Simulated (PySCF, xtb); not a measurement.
CH11NOSi3, SMILES CO[SiH2][SiH2]N[SiH3]. Other conformers were not sampled.

Harmonic wavenumbers (cm⁻¹) from xtb with GFN2-xTB at its own minimum, in rising order: 31, 42, 64, 83, 91, 117, 151, 185, 257, 271, 388, 475, 505, 549, 570, 606, 610, 689, 728, 762, 763, 776, 799, 811, 836, 882, 983, 1129, 1134, 1152, 1206, 1418, 1486, 1493, 2078, 2107, 2139, 2172, 2215, 2251, 2281, 2951, 2964, 2991, 3490.

### Question
What does PBE-D3(BJ)/def2-SVP run with PySCF give at its own minimum? (The exact figures need the calculation; the answer reports its results.)

### Answer
23, 37, 55, 73, 78, 117, 159, 191, 235, 355, 385, 454, 563, 596, 664, 682, 694, 735, 757, 790, 864, 886, 899, 918, 929, 932, 963, 1109, 1132, 1159, 1164, 1420, 1421, 1423, 2092, 2111, 2117, 2130, 2153, 2167, 2184, 2909, 2976, 3037, 3494. Paired by order, the mean absolute difference is 41 cm⁻¹ and the zero-point energies are 71.0 and 71.8 kcal/mol.
